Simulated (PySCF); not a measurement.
Problem. Give a PBE0-D3(BJ)/def2-SVP geometry of `F[Si@H]1CCCN1`.

Solution. 
```
atom  x, y, z in Å
F1     0.7661    1.9869    1.6549
Si2    0.3105    1.3963    0.2007
C3     1.0960   -0.2636   -0.1627
C4     0.0169   -1.2302    0.3542
C5    -1.3653   -0.6625    0.0130
N6    -1.2877    0.7786    0.1891
H7     0.5548    2.5336   -0.7261
H8     1.2344   -0.3709   -1.2528
H9     2.0745   -0.4246    0.3124
H10    0.1322   -2.2469   -0.0535
H11    0.1051   -1.3116    1.4505
H12   -1.6365   -0.9325   -1.0284
H13   -2.1332   -1.1119    0.6665
H14   -2.1555    1.2958    0.1557
```

Orientation and origin are arbitrary. Atoms count from 1 in this order. The 5-membered ring Si2–C3–C4–C5–N6 has internal angles of 94.0° to 114.1°; it is puckered, 0.17 Å rms from its mean plane, widest ring torsion 38°. Si2 (fluorine-bound silicon) has angles from 94.0° to 119.2°. N6 (silicon-bound nitrogen) is planar (angles 128.1°, 117.2° and 114.1°, sum 359.4°, 0.06 Å off the plane of its three neighbours).

Bonds between heavy atoms (Å): F1–Si2 1.634, Si2–C3 1.872, C3–C4 1.538, C4–C5 1.533, C5–N6 1.454, Si2–N6 1.713.

The calculation used PBE0-D3(BJ)/def2-SVP geometry optimisation, gas phase (PySCF 2.14.0).

Point group: C1 (no symmetry element, even within 0.4 Å). Stationary, but not proved a minimum. One conformer, not necessarily the lowest (F1–Si2–C3–C4 93°, Si2–C3–C4–C5 38°, C3–C4–C5–N6 -38°, C4–C5–N6–Si2 18°).

Time: 87 s; peak memory 0.51 GiB. Hardware: one thread, Arm Neoverse N1 (aarch64), no GPU (shared host). These figures are those of the optimisation.
